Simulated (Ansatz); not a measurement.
Program: Ansatz. Geometries: PBE0-D4/def2-TZVP. ΔE: electronic, gas phase. CBS: MP2 limit from def2 TZ/QZ plus the TZ coupled-cluster correction, frozen cores. This one scheme is used for every species. DFT in def2-TZVPP. Each species was taken in one conformer, which may not be the lowest.

Consider the ligand exchange at the Si–C bond: `O=C[SiH2]Cl` + `C[SiH2]O` → `C[SiH2]O[SiH2]Cl` + `C=O`.

(1) Is it downhill or uphill in electronic energy at CCSD(T)/CBS, and by how much? (Estimate.)

(2) What do these levels give: PBE-D4, BLYP-D4, B97M-V, r2SCANh-D4, CAM-B3LYP-D4, PBE-QIDH, PBE0, RPA@PBE/def2-TZVPP, CCSD/def2-SVP, SCS-MP2/def2-TZVPP, CCSD(T)/def2-TZVPP, HF/def2-QZVPP? (Estimate.)

Largest T1 diagnostic among the species: 0.015.

Answers

(1) Ansatz gave: Downhill: ΔE = -34.5 kcal/mol.

(2) Computed: PBE-D4 -29.9, BLYP-D4 -32.8, B97M-V -34.8, r2SCANh-D4 -33.9, CAM-B3LYP-D4 -35.5, PBE-QIDH -34.3, PBE0 -31.3, RPA@PBE/def2-TZVPP -34.5, CCSD/def2-SVP -34.8, SCS-MP2/def2-TZVPP -36.0, CCSD(T)/def2-TZVPP -34.8, HF/def2-QZVPP -39.3 kcal/mol.

In def2-TZVPP, CCSD(T) changes the Hartree–Fock value by +4.2 kcal/mol (the triples alone add +0.7 kcal/mol) and MP2 by +3.2 kcal/mol. From BLYP to BHLYP (50 % exact exchange), in def2-TZVPP and without D4, ΔE moves by −5.1 kcal/mol. The D4 term adds −1.7 kcal/mol with B3LYP and −1.1 kcal/mol with PBE0; it sums over pairs of atoms, weighted by their polarisabilities, and B3LYP, whose exchange is more repulsive, gets the larger term.

B3LYP here is the variant with VWN-RPA as its local correlation; programs differ in this.
